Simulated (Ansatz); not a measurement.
`N#[C][GaH][Cl]` + H₂O → `N#[C][GaH][OH]` + HCl at 600 K and 1 bar (formal hydrolysis of a Ga–Cl bond).

Computed with Ansatz on PBE0-D4/def2-TZVP structures; ΔE is electronic, products minus reactants. CCSD(T)/CBS is the MP2 limit (def2-TZVPP, def2-QZVPP) plus CCSD(T) − MP2 in def2-TZVPP, frozen cores. This one scheme is used for every species. For Ga outer-core shells are correlated without core-valence functions, which leaves a few kJ/mol of doubt a bond. Scalar relativity is left out up to krypton. Each species was taken in one conformer, which may not be the lowest.

| species | CCSD(T)/CBS energy (Eh) | H − E (kJ/mol) | S (J/(mol·K)) |
| --- | --- | --- | --- |
| `N#[C][GaH][Cl]` | -2477.10934 | 84.2 | 380.5 |
| H₂O | -76.37941 | 76.8 | 212.8 |
| `N#[C][GaH][OH]` | -2093.08647 | 120.2 | 379.8 |
| HCl | -460.38127 | 35.4 | 207.2 |

H − E and S are ideal-gas, rigid-rotor, harmonic terms from PBE0-D4/def2-TZVP, for one conformer and one mirror image of each species. 1 Eh = 2625.50 kJ/mol, R = 8.31446 J/(mol·K).

Q: By hand: ΔE, ΔH, ΔS and ΔG.

A: ΔE = (-2093.08647) + (-460.38127) − (-2477.10934) − (-76.37941) = 0.02101 Eh = 55.2 kJ/mol. Δ(H − E) = 120.2 + 35.4 − 84.2 − 76.8 = -5.4, so ΔH = 49.8 kJ/mol. ΔS = 379.8 + 207.2 − 380.5 − 212.8 = -6.3 J/(mol·K). ΔG = 49.8 − 600 × (-6.3)/1000 = 53.6 kJ/mol.

Q: By hand: the equilibrium constant, and the temperature at which ΔG would vanish if ΔH and ΔS stayed fixed.

A: log₁₀ K = −ΔG/(RT ln 10) = -4.7. ΔH and −TΔS have one sign here, so there is no such temperature.

The number of gas molecules stays the same, so ΔS is small and ΔH decides. A doubt of 5 kJ/mol in ΔE shifts log₁₀ K by 0.4 here. Other conformers and mirror images would add mixing entropy, several J/(mol·K) or more a flexible species. These are equilibria of isolated gas molecules and say nothing of rates. Largest T1 diagnostic: 0.015 (customary marks: 0.02 for closed shells, 0.045 for open ones).

ΔS is within the doubt of such terms, so its sign, and with it that verdict, could turn.
